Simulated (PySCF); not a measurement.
# One molecule, several mistakes: AlClGeH3O cation

All numbers below are calculated, not measured. The program is PySCF 2.14.0, an open-source quantum chemistry code, run on an isolated molecule that a program drew, which may never have been made. The molecule is AlClGeH3O cation (charge +1, singlet), drawn as the SMILES string `[Cl][AlH][O][GeH2+]`.

Each row is a Hartree-Fock (HF) and frozen-core CCSD(T) single point in the cc-pV(D+d)Z basis, meant for a local HF minimum. Run 1 is clean. Each other run has one planted mistake out of seven kinds, and not every kind appears here: one electron removed, one electron added, multiplicity raised by two, geometry at a saddle point, minimal basis STO-3G, one bond length entered in bohr, all coordinates scaled. The reference is restricted for singlets and unrestricted otherwise, and also for a bond in bohr. Adding or removing an electron swaps singlet and doublet. Electrons count all cores. HOMO and LUMO are orbital energies over both spins, the gradient is its largest component, and the lowest frequency (negative if imaginary) is given only where the gradient is small. Bond lengths are over the 6 bonds as drawn. T1 is the CCSD diagnostic: over 0.02 (restricted) or 0.045 (unrestricted) a single reference is doubtful. Germanium has the cc-pVDZ-PP basis, with a core potential (ECP10MDF) in place of its 10 inner electrons, and its 3s, 3p and 3d shells are frozen in CCSD(T).

Geometry of the clean run:
```xyz
7
AlClGeH3O cation, angstrom
Cl    0.1558   -3.0731   -3.1468
Al    1.6761   -1.7534   -2.6585
O     1.0692   -0.2320   -2.0414
Ge    0.2607    1.1211   -1.4887
H     3.2101   -1.9036   -2.7534
H    -0.0258    1.1964   -0.0113
H    -0.1005    2.1715   -2.5069
```

| run | electrons | basis functions | <S^2> | HOMO (eV) | LUMO (eV) | gradient (hartree/bohr) | lowest frequency (cm^-1) | mean bond (Å) | longest bond (Å) | T1 | HF (hartree) | CCSD(T) (hartree) | mistake |
|---|---|---|---|---|---|---|---|---|---|---|---|---|---|
| 1 | 72 | 98 | 0.000 | -16.19 | -5.16 | 7.4e-06 | 51 | 1.6750 | 2.072 | 0.0179 | -1071.28043 | -1071.78529 | no fault |
| 2 | 72 | 98 | 0.000 | -15.63 | -5.33 | 4.6e-02 | - | 1.8342 | 2.268 | 0.0242 | -1071.22547 | -1071.74730 | all coordinates scaled |
| 3 | 71 | 98 | 0.758 | -22.18 | -13.16 | 7.4e-02 | - | 1.6750 | 2.072 | 0.0256 | -1070.74363 | -1071.21832 | one electron removed |
| 4 | 72 | 98 | 0.000 | -16.28 | -5.22 | 4.4e-05 | -56 | 1.6771 | 2.075 | 0.0170 | -1071.27940 | -1071.78397 | geometry at a saddle point |
| 5 | 73 | 98 | 0.768 | -6.55 | 1.77 | 7.9e-02 | - | 1.6750 | 2.072 | 0.0147 | -1071.49482 | -1072.00758 | ? |
| 6 | 72 | 98 | 0.000 | -15.28 | -5.14 | 3.6e-02 | - | 1.9346 | 3.308 | 0.0254 | -1071.15043 | -1071.67446 | ? |

**Which mistake was planted in run 5, and what did it cost?**

It counts 73 electrons, one more than the clean run, at the same geometry and basis. So the mistake is: one electron added. Subtracting run 1 and multiplying by 627.51 kcal/mol a hartree, the energy moved by -134.5 kcal/mol in HF and -139.5 kcal/mol in CCSD(T).

**Which mistake was planted in run 6, and what did it cost?**

The mean bond changes by a factor of 1.155 and the longest by 1.597, so the molecule wasn't scaled as a whole. A length L in bohr read as angstrom grows by (1/0.5292 - 1) L = 0.890 L. The 6 bonds together grew by 6 x 0.2596 = 1.558 Å, which gives L = 1.751 Å. That is bond Al2-O3, 1.750 Å in the clean geometry. So the mistake is: one bond length entered in bohr. Subtracting run 1 and multiplying by 627.51 kcal/mol a hartree, the energy moved by 81.6 kcal/mol in HF and 69.5 kcal/mol in CCSD(T).

Cautions from the logs. Run 2: T1 is over the limit, so its CCSD(T) energy is less reliable.
